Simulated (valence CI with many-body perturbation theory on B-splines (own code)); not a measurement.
Au⁴⁶⁺: calculated level list

Level of theory: valence CI with perturbative core correlation (CI+MBPT): five valence electrons over a frozen Dirac-Fock core [Ar] 3d10, radial functions for each j: 9 s, 9 p, 8 d, 6 f, 3 g, 1 h, with the one-electron correlation potential Σ1, the two-electron term Σ2, the three-electron term Σ3, Breit, model QED; selected CI, second order for the rest, scaled by the run's own slope (own B-spline code, finite nucleus).

The last digits are not significant, and no measured levels were compared; by estimate large intervals hold to a few tenths of a per cent, small ones and those within an open d or f shell to about a per cent. Among the levels kept, up to 680 cm⁻¹ of a level comes from second order outside the variational space, and about a tenth of that is noise between levels of different J, which matters for small intervals.

Levels 1 to 35 of 35, with energies above the lowest level, (4s^2 4p1/2^2 4p3/2) J=3/2. "Leading %" is the weight of the configuration and term that name the level; weights of strongly mixed levels are sums over their largest components and can fall short. In the jj column 3d3/2^4 stands for four electrons in 3d with j = 3/2.

```
No.  Configuration  Term    J  E (Ry)  Leading %     Second component                     Leading jj      g
  1        4s2.4p3   2P°  3/2   0.000         47     27 % 4s2.4p3 2D°      4s^2 4p1/2^2 4p3/2 (99 %)  1.355
  2        4s2.4p3   4S°  3/2   9.457         55     44 % 4s2.4p3 2D°      4s^2 4p1/2 4p3/2^2 (99 %)  1.457
  3        4s2.4p3   2D°  5/2   9.896         99                           4s^2 4p1/2 4p3/2^2 (99 %)  1.194
  4        4s2.4p3   2P°  1/2  10.453         99                           4s^2 4p1/2 4p3/2^2 (99 %)  0.658
  5     4s2.4p2.4d    2D  3/2  12.638         39   34 % 4s2.4p2.4d 4F      4s^2 4p1/2^2 4d3/2 (98 %)  0.785
  6     4s2.4p2.4d    2D  5/2  15.217         30   20 % 4s2.4p2.4d 4D      4s^2 4p1/2^2 4d5/2 (93 %)  1.220
  7         4s.4p4    4P  5/2  17.714         66       25 % 4s.4p4 2D      4s 4p1/2^2 4p3/2^2 (91 %)  1.456
  8         4s.4p4    2S  1/2  18.859         59       28 % 4s.4p4 4P      4s 4p1/2^2 4p3/2^2 (93 %)  2.087
  9         4s.4p4    2P  3/2  19.006         41       33 % 4s.4p4 2D      4s 4p1/2^2 4p3/2^2 (89 %)  1.174
 10        4s2.4p3   2P°  3/2  19.990         52     28 % 4s2.4p3 2D°            4s^2 4p3/2^3 (98 %)  1.307
 11     4s2.4p2.4d    2F  5/2  22.034         46   46 % 4s2.4p2.4d 4F  4s^2 4p1/2 4p3/2 4d3/2 (98 %)  0.960
 12     4s2.4p2.4d    4F  3/2  22.076         38   27 % 4s2.4p2.4d 4D  4s^2 4p1/2 4p3/2 4d3/2 (97 %)  0.908
 13     4s2.4p2.4d    4D  1/2  22.091         80   15 % 4s2.4p2.4d 2P  4s^2 4p1/2 4p3/2 4d3/2 (98 %)  0.196
 14     4s2.4p2.4d    2G  7/2  22.481         50   26 % 4s2.4p2.4d 2F  4s^2 4p1/2 4p3/2 4d3/2 (96 %)  1.038
 15     4s2.4p2.4d    2D  5/2  23.660         35   23 % 4s2.4p2.4d 2F  4s^2 4p1/2 4p3/2 4d3/2 (90 %)  1.187
 16     4s2.4p2.4d    2D  3/2  23.779         34   26 % 4s2.4p2.4d 2P  4s^2 4p1/2 4p3/2 4d3/2 (90 %)  1.197
 17     4s2.4p2.4d    2P  1/2  23.856         37   36 % 4s2.4p2.4d 4P  4s^2 4p1/2 4p3/2 4d3/2 (94 %)  1.707
 18     4s2.4p2.4d    4D  7/2  24.134         48   36 % 4s2.4p2.4d 4F  4s^2 4p1/2 4p3/2 4d5/2 (99 %)  1.309
 19     4s2.4p2.4d    2P  3/2  24.494         43   25 % 4s2.4p2.4d 4P  4s^2 4p1/2 4p3/2 4d5/2 (90 %)  1.388
 20     4s2.4p2.4d    2G  9/2  24.629         61   38 % 4s2.4p2.4d 4F  4s^2 4p1/2 4p3/2 4d5/2 (99 %)  1.191
 21     4s2.4p2.4d    2D  5/2  24.698         34   32 % 4s2.4p2.4d 2F  4s^2 4p1/2 4p3/2 4d5/2 (91 %)  1.139
 22     4s2.4p2.4d    2D  5/2  25.701         37   33 % 4s2.4p2.4d 4P  4s^2 4p1/2 4p3/2 4d5/2 (91 %)  1.256
 23     4s2.4p2.4d    2F  7/2  25.716         57   20 % 4s2.4p2.4d 2G  4s^2 4p1/2 4p3/2 4d5/2 (94 %)  1.119
 24     4s2.4p2.4d    2D  3/2  25.911         60   18 % 4s2.4p2.4d 2P  4s^2 4p1/2 4p3/2 4d5/2 (95 %)  0.935
 25     4s2.4p2.4d    2P  1/2  26.018         53   36 % 4s2.4p2.4d 2S  4s^2 4p1/2 4p3/2 4d5/2 (93 %)  1.237
 26         4s.4p4    4P  3/2  27.725         68       16 % 4s.4p4 2D        4s 4p1/2 4p3/2^3 (86 %)  1.502
 27         4s.4p4    2D  5/2  28.368         66       23 % 4s.4p4 4P        4s 4p1/2 4p3/2^3 (88 %)  1.291
 28     4s2.4p2.4f   2F°  5/2  29.193         33  27 % 4s2.4p2.4f 4G°      4s^2 4p1/2^2 4f5/2 (86 %)  0.852
 29         4s.4p4    2P  1/2  29.198         55       32 % 4s.4p4 4P        4s 4p1/2 4p3/2^3 (87 %)  1.348
 30         4s.4p4    2P  3/2  29.272         46       39 % 4s.4p4 2D        4s 4p1/2 4p3/2^3 (89 %)  1.091
 31     4s2.4p2.4f   2F°  7/2  29.862         20  12 % 4s2.4p2.4f 4F°      4s^2 4p1/2^2 4f7/2 (66 %)  1.169
 32      4s.4p3.4d   4D°  5/2  30.082         28   21 % 4s.4p3.4d 6D°  4s 4p1/2^2 4p3/2 4d3/2 (93 %)  1.279
 33      4s.4p3.4d   4D°  3/2  30.123         26   26 % 4s.4p3.4d 6D°  4s 4p1/2^2 4p3/2 4d3/2 (96 %)  1.307
 34      4s.4p3.4d   4P°  1/2  30.133         45   32 % 4s.4p3.4d 6D°  4s 4p1/2^2 4p3/2 4d3/2 (96 %)  2.450
 35      4s.4p3.4d   6D°  7/2  30.661         16   15 % 4s.4p3.4d 4F°  4s 4p1/2^2 4p3/2 4d3/2 (58 %)  1.261
```

The ionisation energy to 4s2.4p2 3P_0 of the next ion comes out as 2445.2 eV (NIST: 2443 ± 4 eV (theoretical)). All 35 levels together are meant to be complete up to 31.056 Ry.
